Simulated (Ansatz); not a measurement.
# Multireference treatment of GeH2, singlet

Calculated in Ansatz's Gaussian-basis code. Basis cc-pVTZ, nonrelativistic, 9 orbitals frozen in the corrections. State-specific CASSCF; RHF is the lowest restricted (open-shell) Hartree–Fock solution met. No symmetry is imposed, so a solution can break that of the shape. No proof that the lowest CASSCF solution was found.

Geometry. A bond is stretched, to 1.53 times the sum of the covalent radii.

```xyz
3

Ge    0.0000   -0.2386   -0.2337
H     0.0000   -0.2386    2.0732
H     0.0000    2.0683   -0.2816
```

Problem. What do CASSCF and its corrections give against RHF in CAS(4,5), and what are the occupations?

Solution. CASSCF -1.913 eV, SC-NEVPT2 -5.498 eV; occupations 1.87, 1.87, 0.13, 0.12, 0.01.

Problem. Roughly how much CPU time does a whole run from the default start take (median of such runs, summed over threads; nearly all runs on one pinned thread of a shared server, mostly Xeon at 2.3 to 2.6 GHz, by a development driver)?

Solution. CAS(4,5): about 3.8 s. Other jobs ran beside these, and the count of passes differs.
